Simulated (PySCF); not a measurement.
C4H9FS2Si2.
SMILES with atom numbers: `[F:1][Si@@H:2]1[CH2:3][C:4](=[S:5])[C@@H:6]([S:7][SiH3:8])[CH2:9]1`

Geometry (GFN2-xTB, Å), atoms numbered from 1 in this order:
```
atom  x, y, z in Å
F1    -3.7125    0.2133    0.0782
Si2   -2.2231    0.7299   -0.2806
C3    -1.2699   -0.6239   -1.2235
C4    -0.2023   -1.0737   -0.2828
S5     0.5178   -2.5293   -0.3559
C6     0.1509   -0.0650    0.7512
S7     1.1941    1.1959   -0.1218
Si8    3.0758    0.1620   -0.2866
C9    -1.1146    0.6183    1.2578
H10   -2.3823    2.0121   -0.9334
H11   -1.8584   -1.4777   -1.5592
H12   -0.7911   -0.2135   -2.1150
H13    0.7632   -0.4874    1.5496
H14    3.9495    1.2260   -0.7465
H15    3.3871   -0.3249    1.0507
H16    2.9424   -0.9184   -1.2519
H17   -1.5708   -0.0086    2.0269
H18   -0.8647    1.5712    1.7183
```

NICS = −σ at a ghost point: NICS(0) at the centroid of the ring atoms, NICS(1) 1 Å to either side along the normal of their mean plane, zz for the tensor component along that normal. Level: GIAO PBE0/pcSseg-1 (PySCF, non-relativistic, gas phase) on the GFN2-xTB geometry, one conformer.

Ring bond lengths (Å), with Mayer bond orders in brackets: Si2–C3 1.905 (0.86), C3–C4 1.492 (0.99), C4–C6 1.487 (0.91), C6–C9 1.525 (0.99), C9–Si2 1.899 (0.89).

Question: Give the NICS values of each ring in ppm.

Answer: 
```csv
ring,type,NICS(0),"NICS(1), two faces","NICS(1)zz, two faces",rms pucker (Å),"centre to ring atoms, mean (Å)"
Si2–C3–C4–C6–C9,5-membered ring with Si; formal bonds all single,0.6,-3.3 / -2.7,-2.9 / -2.7,0.16,1.39
```

Question: What do they say, and how far can they be read as aromaticity?

Answer: 
- Si2–C3–C4–C6–C9: mean NICS(1)zz -2.8 ppm, near zero. Si2, C3, C6, C9 have four or more neighbours, and the NICS criterion for π rings isn't applied.

Question: What field does 11.7 T along the ring normal induce along that normal at the first NICS(1) probe listed for ring Si2–C3–C4–C6–C9, 1 Å off the ring?

Answer: NICSzz × B0 = -2.9 ppm × 11.7 T = -34 μT, against the applied field.

Question: List the ring angles and the Hirshfeld charges of the ring atoms.

Answer: 
- Si2–C3–C4–C6–C9: Si2 93.8° (+0.452 e), C3 105.1° (-0.176 e), C4 113.8° (+0.042 e), C6 109.7° (-0.031 e), C9 104.0° (-0.168 e); sum 526.5° against 540° for a flat convex ring.
